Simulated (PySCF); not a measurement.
**Electron correlation in Xe²⁺ (xenon, charge +2)**

[Kr] 4d10 5s1 5p5, high-spin 3P determinant (an excited configuration). Computed with PySCF 2.14 in ANO-RCC-VTZP, with the spin-free X2C one-electron Hamiltonian (Gaussian nucleus). Frozen: [Kr] 4d10; 6 electrons correlated.

```
  level  correlation energy (mhartree)
   CCSD                        -178.74
    (T)                         -13.09
CCSD(T)                        -191.83
```

Diagnostics: T1 = 0.013, D1 = 0.0235, largest double amplitude 0.194.

A double-excitation amplitude exceeds 0.15, a sign of near-degeneracy.

Cost of the coupled-cluster step: of the order of 3 core-seconds, for 6 correlated electrons.
